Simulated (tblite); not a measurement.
Species: C4H9FSi2.
SMILES with atom numbers: `[F:1][C@H:2]1[CH2:3][SiH2:4][CH:5]=[CH:6][SiH2:7]1` (hydrogens: H8 on C2; H9, H10 on C3; H11, H12 on Si4; H13 on C5; H14 on C6; H15, H16 on Si7)

A start from a force field or distance geometry was refined with GFN2-xTB geometry optimisation, gas phase (tblite 0.8.0). Values at the start:

```json
{"coordinate": "F1–C2", "start": "1.347 Å"}
{"coordinate": "C2–C3", "start": "1.514 Å"}
{"coordinate": "C2–Si7", "start": "1.868 Å"}
{"coordinate": "C2–H8", "start": "1.126 Å"}
{"coordinate": "C3–Si4", "start": "1.864 Å"}
{"coordinate": "C3–H9", "start": "1.101 Å"}
{"coordinate": "C3–H10", "start": "1.115 Å"}
{"coordinate": "Si4–C5", "start": "1.819 Å"}
{"coordinate": "Si4–H11", "start": "1.462 Å"}
{"coordinate": "Si4–H12", "start": "1.474 Å"}
{"coordinate": "C5=C6", "start": "1.329 Å"}
{"coordinate": "C5–H13", "start": "1.092 Å"}
{"coordinate": "C6–Si7", "start": "1.840 Å"}
{"coordinate": "C6–H14", "start": "1.103 Å"}
{"coordinate": "Si7–H15", "start": "1.482 Å"}
{"coordinate": "Si7–H16", "start": "1.473 Å"}
{"coordinate": "F1–C2–C3", "start": "115.6°"}
{"coordinate": "F1–C2–Si7", "start": "114.7°"}
{"coordinate": "C2–C3–Si4", "start": "106.4°"}
{"coordinate": "C2–Si7–C6", "start": "105.1°"}
{"coordinate": "C3–C2–Si7", "start": "105.5°"}
{"coordinate": "C3–Si4–C5", "start": "112.9°"}
{"coordinate": "Si4–C5–C6", "start": "123.3°"}
{"coordinate": "C5–C6–Si7", "start": "121.3°"}
{"coordinate": "F1–C2–C3–Si4", "start": "-161°"}
{"coordinate": "F1–C2–Si7–C6", "start": "162°"}
{"coordinate": "C3–Si4–C5–C6", "start": "-1°"}
{"coordinate": "C5–C6–Si7–C2", "start": "30°"}
```

Q: How do these coordinates change at the GFN2-xTB level?

A: 
| coordinate | GFN2-xTB (Å or °) | change |
| --- | --- | --- |
| Si4–C5 | 1.885 | +0.066 |
| F1–C2 | 1.400 | +0.053 |
| C2–Si7 | 1.919 | +0.051 |
| C6–Si7 | 1.883 | +0.043 |
| C3–Si4 | 1.899 | +0.035 |
| C2–H8 | 1.097 | -0.029 |
| C3–H10 | 1.093 | -0.022 |
| C6–H14 | 1.086 | -0.017 |
| Si7–H15 | 1.467 | -0.015 |
| C3–H9 | 1.092 | -0.009 |
| Si4–H11 | 1.469 | +0.007 |
| Si7–H16 | 1.467 | -0.006 |
| C5–H13 | 1.086 | -0.006 |
| C5=C6 | 1.334 | +0.005 |
| C2–C3 | 1.518 | +0.004 |
| Si4–H12 | 1.471 | -0.003 |
| C3–C2–Si7 | 113.3 | +7.8 |
| F1–C2–Si7 | 108.2 | -6.5 |
| F1–C2–C3 | 109.2 | -6.4 |
| C2–C3–Si4 | 111.4 | +5.0 |
| C3–Si4–C5 | 108.5 | -4.4 |
| C5–C6–Si7 | 125.4 | +4.1 |
| Si4–C5–C6 | 125.1 | +1.8 |
| C2–Si7–C6 | 106.9 | +1.8 |
| F1–C2–Si7–C6 | -169 | +29 |
| C5–C6–Si7–C2 | 14 | -16 |
| C3–Si4–C5–C6 | 14 | +15 |
| F1–C2–C3–Si4 | -175 | -14 |

The energy falls by 11.1 kcal/mol over 88 L-BFGS steps, the largest force on an atom goes from 2.11 to 0.007 eV/Å, and the atoms move by 0.375 Å rms after alignment. The bond that changes most is Si4–C5 (SiH2 silicon to alkene CH carbon), which lengthens by 0.066 Å. Bonds longer at the end by more than 0.005 Å: 6 of 16; shorter: 7. Among the dihedrals that turn most is H8–C2–Si7–H15, from 156° to -164°. Rotational constants go from 2491, 1654, 1094 to 2395, 1574, 1002 MHz.

On one thread, Arm Neoverse N1 (aarch64), shared host with 64 logical CPUs at a one-minute load of 61, this took 1.1 s.

Its GFN2-xTB frequencies are all real (lowest 57 cm⁻¹). The numbers are those of one conformer.

All values are computed, not measured.
